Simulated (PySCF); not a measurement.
Input for PySCF: R-M06-2X/def2-TZVPP on CH7NSi (SMILES CN[SiH3]), a point of a torsion scan.

```python
from pyscf import gto, dft

mol = gto.M(
    atom='''
    C    -1.35289615    0.13823587    0.30301574
    N    -0.23273066   -0.16521687   -0.55255461
    Si    1.41631753    0.00573148   -0.10735091
    H    -2.20946929    0.45686526   -0.29590275
    H    -1.07587893    0.95044367    0.97137453
    H    -1.66206117   -0.71751830    0.91570547
    H    -0.46857260   -0.86062123   -1.24385111
    H     1.96948897   -1.08504481    0.71495756
    H     2.13386915    0.04014534   -1.38102315
    H     1.49758144    1.26000870    0.63847552
    ''',
    basis='def2-tzvpp',
    charge=0, spin=0, verbose=4, max_memory=1800)
mf = dft.RKS(mol, xc='m062x').density_fit(auxbasis='def2-universal-jkfit')
mf.grids.level = 4
mf.conv_tol = 1e-9
mf.max_cycle = 150
mf.kernel()
mf.dip_moment()
```

Problem. Predict the final total energy.

Solution. -386.5423 hartree.
